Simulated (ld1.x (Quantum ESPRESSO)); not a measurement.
Transferability test, TM potential for Ba (Z = 56)

```json
{"Element": "Ba", "Generator": "ld1.x (Quantum ESPRESSO) 7.5", "Type": "norm-conserving Troullier–Martins (Kleinman–Bylander form)", "Functional": "PBEsol", "Relativity": "fully relativistic", "Frozen core": "[Kr] 4d10 5s2", "Valence charge": "8", "Reference configuration": "5p6 5d0 6s2 6p0", "Partial waves": "5p (bound): rc 2.90 bohr; 5d (bound, empty): rc 2.60 bohr; 6s (bound): rc 3.75 bohr", "Local potential": "the s channel", "Core correction": "Bessel-smoothed model core inside 1.45 bohr"}
```

Open shells are filled in proportion to 2j + 1 (rel_dist='average').

Energies are relative to the spin-unpolarised reference configuration 5p6 5d0 6s2 6p0; without spin polarisation the order of configurations can differ from experiment.

Question: Give the all-electron excitation energy and the error of the potential for: 5p6 5d0 6s1 6p0; 5p6 5d0 6s0 6p0; 5p6 5d0 6s1.5 6p0; 5p6 5d0 6s0 6p2; 5p6 5d0 6s0 6p1; 5p6 5d0 6s1 6p1; 5p5 5d0 6s2 6p0.

Answer:

```json
{"valence configuration": "5p6 5d0 6s1 6p0", "charge": "+1", "ΔE all-electron (eV)": "5.380", "error AE − PS (meV)": "+2.8"}
{"valence configuration": "5p6 5d0 6s0 6p0", "charge": "+2", "ΔE all-electron (eV)": "15.272", "error AE − PS (meV)": "-5.2"}
{"valence configuration": "5p6 5d0 6s1.5 6p0", "charge": "+0.5", "ΔE all-electron (eV)": "2.146", "error AE − PS (meV)": "+0.7"}
{"valence configuration": "5p6 5d0 6s0 6p2", "charge": "0", "ΔE all-electron (eV)": "4.157", "error AE − PS (meV)": "-648"}
{"valence configuration": "5p6 5d0 6s0 6p1", "charge": "+1", "ΔE all-electron (eV)": "7.968", "error AE − PS (meV)": "-484"}
{"valence configuration": "5p6 5d0 6s1 6p1", "charge": "0", "ΔE all-electron (eV)": "2.044", "error AE − PS (meV)": "-284"}
{"valence configuration": "5p5 5d0 6s2 6p0", "charge": "+1", "ΔE all-electron (eV)": "23.352", "error AE − PS (meV)": "-187"}
```

Levels in the configuration 5p5 5d0 6s2 6p0:

| level | all-electron (eV) | pseudo (eV) |
| --- | --- | --- |
| 5p j=1/2 | -29.627 | -29.987 |
| 5p j=3/2 | -27.380 | -27.708 |
| 6s j=1/2 | -9.027 | -8.943 |
